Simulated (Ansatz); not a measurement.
CH7OSbSi (`O[SiH2][CH2][SbH2]`), relaxed with RKS PBE-D4/def2-SVP in Ansatz 0.2.0 from a rough embedded geometry. The force threshold is 0.03 eV/Å; the program also tests the step.

The species carries charge 0 and has multiplicity 1. Sb takes the def2 core potential.

Start:

```xyz
11

O    -0.876    2.078    0.379
Si    0.307    1.238   -0.423
C     0.621   -0.333    0.519
Sb   -1.102   -1.647    0.417
H    -1.775    1.661    0.137
H    -0.128    0.933   -1.811
H     1.551    2.023   -0.493
H     1.484   -0.909   -0.027
H     0.951   -0.089    1.530
H    -0.170   -2.989    0.995
H    -0.864   -1.966   -1.223
```

**Question.** How much energy does the relaxation release, and in how many steps? (Estimate.)

**Answer.** Computed: 0.32 eV, in 26 steps, 5 of them rejected.

**Question.** Which bonds change most? (An estimate is asked.)

**Answer.** Computed: C3–H8 from 1.173 to 1.108 Å; Sb4–H11 from 1.688 to 1.742 Å; C3–Sb4 from 2.170 to 2.219 Å; O1–H5 from 1.020 to 0.972 Å.

**Question.** Give the relaxed structure. (Estimate.)

**Answer.** The calculation gave: 
```xyz
11

O    -1.163    1.675    0.161
Si    0.360    1.182   -0.394
C     0.868   -0.381    0.516
Sb   -0.940   -1.591    0.950
H    -1.893    1.516   -0.462
H     0.309    0.908   -1.877
H     1.316    2.309   -0.117
H     1.585   -0.988   -0.072
H     1.329   -0.147    1.497
H    -0.193   -3.085    0.459
H    -1.578   -1.397   -0.660
```
